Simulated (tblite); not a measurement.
Calculated harmonic vibrations of the isolated species, GFN2-xTB (tblite), most abundant isotopes, no scaling. Errors from tens to a few hundred cm⁻¹ against measured bands are possible. Modes of hydrogen on germanium, phosphorus and silicon can be 10 to 20 % off. One conformer each. Thermal functions are those of the rigid rotor and harmonic oscillator, without mixing of conformers.

Question: Order these by their heat capacity Cp at 298.15 K, highest first (J/(mol K)).
A. `CC1=C(C=O)C=CP=C1`
B. `CC1=C[P@H](=S)C=C1[SiH3]`
C. `[GeH4]`
D. `FC(F)/C=C\CN[SiH3]`

Answer: B (169.8), D (159.5), A (142.7), C (46.3).

```
                  SMILES  atoms  mass (u)  symmetry number  modes under 300 cm⁻¹  ZPE (kJ/mol)  S translation (J/(mol K))  S rotation  S vibration      S     Cp
CC1=C[P@H](=S)C=C1[SiH3]     17    159.99                1                     7         304.8                      172.2       126.3        124.2  422.6  169.8
      FC(F)/C=C\CN[SiH3]     17    137.05                1                     7         318.6                      170.2       123.7        129.0  423.0  159.5
            Cc1cpccc1C=O     16    138.02                1                     5         309.3                      170.3       123.2         91.1  384.6  142.7
                  [GeH4]      5     77.95               12                     0          75.9                      163.2        50.0          4.1  217.3   46.3
```

Entropies and Cp are for 298.15 K and 1 bar.
